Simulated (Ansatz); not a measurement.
Kohn–Sham single points on `C[OH+][In-]([Cl])([Cl])[Cl]`.

```yaml
crystal:
  periodic: [false, false, false]
  atoms:
    - {symbol: C, position_ang: [0.477719, -1.231054, 0.804559]}
    - {symbol: O, position_ang: [0.759282, 0.035198, 0.192649]}
    - {symbol: In, position_ang: [-0.826292, 1.345446, -0.756070]}
    - {symbol: Cl, position_ang: [-2.348273, -0.328914, -1.276479]}
    - {symbol: Cl, position_ang: [0.700846, 1.973291, -2.396144]}
    - {symbol: Cl, position_ang: [-1.363337, 2.798403, 0.954985]}
    - {symbol: H, position_ang: [1.379530, -1.608501, 1.287268]}
    - {symbol: H, position_ang: [0.102041, -1.944133, 0.069734]}
    - {symbol: H, position_ang: [-0.286521, -1.050931, 1.557283]}
    - {symbol: H, position_ang: [1.488103, -0.040005, -0.434683]}
basis:
  gaussian: {orbitals: def2-TZVPP}
hamiltonian: {xc: {name: B2PLYP}}
```

```sh
$ ansatz run in.yaml --threads 4 --pin off --events-out ev --progress --plain --max-ram 11315MiB
```

Output, abridged:

```
Functional definition: B2PLYP
1921 factors; integrals over basis functions are off by at most 8.7e-4 eV
mean field evaluation 1: about -45864.8220 eV, gradient 4.3e1 eV
mean field evaluation 2: about -45864.8959 eV, gradient 4.3e1 eV
mean field evaluation 4: about -45868.4585 eV, gradient 4.7e0 eV
mean field evaluation 8: about -45868.5016 eV, gradient 4.3e-1 eV
mean field evaluation 16: about -45868.5020 eV, gradient 1.0e-4 eV
mean field -45868.50195963 eV, -1685.6363562290 hartree, gradient 8.4e-6 eV, S^2 0.000000; 0 other end points of the search recorded, 0 dependent functions left out
21 core orbitals not correlated: weight in the atoms' cores, before any rotation towards them, 1.000 or more for the frozen orbitals, at most 0.000 for the correlated occupied ones
reference -45868.50216422 eV, -1685.6363637478 hartree; 24, 24 occupied and 249, 249 virtual orbitals, 1921 factors
second order -41.50966930 eV of doubles, -0.00000000 eV of singles
Total energy: -45879.70977493 eV, -1686.0482358446 hartree
```

Run time 13 s (4 threads of an Arm Neoverse V1 on a shared host); peak host memory 0.98 GiB.

Changing it to `hamiltonian: {xc: {name: B97M-V}}` (abridged; 22 s):

```
Functional definition: B97M-V
mean field evaluation 16: about -45888.2627 eV, gradient 1.5e-3 eV
mean field -45888.26269234 eV, -1686.3625497618 hartree, gradient 2.4e-5 eV, S^2 0.000000
Total energy: -45888.26278199 eV, -1686.3625530566 hartree
```

With the line `hamiltonian: {xc: lda}` (abridged; 2.5 s):

```
Functional definition: SPW92
mean field evaluation 16: about -45743.2803 eV, gradient 1.7e-4 eV
mean field -45743.28027060 eV, -1681.0345440356 hartree, gradient 5.4e-5 eV, S^2 0.000000
Total energy: -45743.28032743 eV, -1681.0345461239 hartree
```

Changing it to `hamiltonian: {xc: {name: wB97X-V}}` (abridged; 18 s):

```
Functional definition: wB97X-V
mean field evaluation 16: about -45891.4118 eV, gradient 5.8e-5 eV
mean field -45891.41181289 eV, -1686.4782778077 hartree, gradient 5.8e-5 eV, S^2 0.000000
Total energy: -45891.41181001 eV, -1686.4782777018 hartree
```

Changing it to `hamiltonian: {xc: {name: revPBE}, dispersion: d4}` (abridged; 4.2 s):

```
Functional definition: revPBE
mean field evaluation 16: about -45891.5860 eV, gradient 8.6e-5 eV
mean field -45891.58595806 eV, -1686.4846775247 hartree, gradient 4.5e-5 eV, S^2 0.000000
Total energy: -45892.28459537 eV, -1686.5103519722 hartree
```

With the line `hamiltonian: {xc: {name: r2SCANh}, dispersion: d4}` (abridged; 13 s):

```
Functional definition: r2SCANh
mean field evaluation 16: about -45895.6647 eV, gradient 8.2e-5 eV
mean field -45895.66474172 eV, -1686.6345700592 hartree, gradient 2.5e-5 eV, S^2 0.000000
Total energy: -45895.74862779 eV, -1686.6376528156 hartree
```
